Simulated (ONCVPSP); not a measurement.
## What the settings do to the ONCV potential of C

Base potential:

ONCVPSP 4.0.1 input, shortened (lines: element, Z, core and valence counts, functional; n l f; lmax; l rc ep ncon nbas qcut; lloc lpopt rc5 dvloc0; l nproj debl; icmod fcfact rcfact), PBEsol, scalar-relativistic:

```
  C 6.00    1    2  -116133      upf
    1    0    2.00
    2    0    1.00
    2    1    3.00
    1
    0    1.25    0.00    4    7    5.60
    1    1.80    0.00    4    7    8.80
    4    5    0.80    0.00
    0    1    2.20
    1    2    1.50
    0    0.00    0.00
```

All-electron outer shells of the reference configuration (PBEsol, scalar-relativistic, ld1.x):

```csv
shell,level (eV),outermost node (bohr),outermost maximum (bohr)
1s,-272.99,–,0.18
2s,-14.11,0.38,1.22
2p,-5.67,–,1.20
```

Cutoffs, loose and tight: the cutoffs (Ha) at which the residual kinetic energy of the hardest occupied pseudo-wave falls to 1 and 0.1 mHa per electron. They do not see the model core or the augmentation charge, which bear on the density cutoff. Test errors are all-electron minus pseudo excitation energies from the reference, over the configurations 2s2 2p2; 2s2 2p1; 2s2 2p0; 2s1 2p2. A dash means not determined; rows that change the core or the reference have their own tests.

```tsv
change	outcome	cutoff, loose	cutoff, tight	bound ghosts	GHOST(+) flags above zero	largest test error (meV)
base	generated	20 Ha	66 Ha	none	none	+253
all radii scaled by about 0.81 (s 1.02, p 1.46 bohr); local potential polynomial inside 0.64 bohr (lpopt 5, dvloc0 0 Ha)	generated	30 Ha	92 Ha	none	none	+161
all radii scaled by about 0.88 (s 1.10, p 1.58 bohr); local potential polynomial inside 0.70 bohr (lpopt 5, dvloc0 0 Ha)	generated	29 Ha	85 Ha	none	none	+186
all radii scaled by about 1.16 (s 1.46, p 2.08 bohr); local potential polynomial inside 0.92 bohr (lpopt 5, dvloc0 0 Ha)	generated	17 Ha	34 Ha	none	none	+386
all radii scaled by about 1.25 (s 1.56, p 2.24 bohr); local potential polynomial inside 1.00 bohr (lpopt 5, dvloc0 0 Ha)	generated	16 Ha	20 Ha	none	none	+473
all radii scaled by about 1.30 (s 1.62, p 2.34 bohr); local potential polynomial inside 1.04 bohr (lpopt 5, dvloc0 0 Ha)	generated	15 Ha	18 Ha	none	none	+563
```

Reading the sweep of the scale of all radii (base = 1) (base included, trends over the rows without a ghost): The loose cutoff falls from 30 Ha at 0.81 to 15 Ha at 1.3. A larger radius leaves more room for a smooth pseudo-wave, so fewer plane waves are needed; a smaller one forces it to follow the all-electron wave where it bends sharply. The median size of the test errors (rows with all tests solved) rises from 15.1 meV at 0.81 to 69.6 meV at 1.3. More of the atom is replaced by a form fitted at one configuration, so other configurations suffer as the radius grows.
